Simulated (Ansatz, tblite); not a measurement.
Cost and result up the ladder for Be₃O₃ (the lowest singlet isomer of a short search) (6 atoms). The state is a singlet with charge 0. Geometry: r2SCAN-D4/def2-SVP.

```xyz
6

Be   -1.1722   -0.5377   -0.0147
Be    0.1478    1.2340   -0.3444
Be    1.0245   -0.6965    0.3588
O     1.4574    0.6684    0.0182
O    -0.1837   -1.5343    0.4282
O    -1.2737    0.8659   -0.4462
```

Ansatz on 4 threads of Intel Xeon Platinum 8488C on a shared host; xTB runs through tblite on one thread. Times are rough, summed over both states, and most runs start from the orbitals of an earlier one. CCSD(T)/def2-TZVPP serves as the yardstick here, not as an exact answer. The other state is a doublet.

The xTB rows come from tblite. Correlated methods freeze 3 core orbitals. In CCSD on the charge 1 doublet the largest single amplitude is 0.29, so its Hartree–Fock determinant may place the open shell otherwise than the density functionals do. The structure comes from a short search, and lower isomers may exist.

Run but left out: PBE-D4/def2-TZVP, r2SCAN-D4/def2-TZVP (charge +1 doublet: an occupied level 0.22 to 0.31 eV above an empty one).

Correlated methods converge slowly with the basis.

Raw xTB energies of ions are shifted by several eV.

```json
{"level": "CCSD(T)/def2-TZVPP", "functions": "150", "vertical IE (eV)": "11.12", "difference from CCSD(T)/def2-TZVPP (eV)": "0.00"}
{"level": "PBE0-D4/def2-TZVP", "functions": "150", "vertical IE (eV)": "10.78", "difference from CCSD(T)/def2-TZVPP (eV)": "-0.34"}
{"level": "GFN1-xTB", "functions": "24", "vertical IE (eV)": "15.19", "difference from CCSD(T)/def2-TZVPP (eV)": "4.07"}
{"level": "GFN2-xTB", "functions": "24", "vertical IE (eV)": "15.75", "difference from CCSD(T)/def2-TZVPP (eV)": "4.63"}
```

Question: Estimate how long each takes.

Answer: GFN1-xTB 0.007 s; GFN2-xTB 0.007 s; PBE0-D4/def2-TZVP 5.3 s; CCSD(T)/def2-TZVPP 85 s. On shared hardware such times vary by a factor of up to 3.
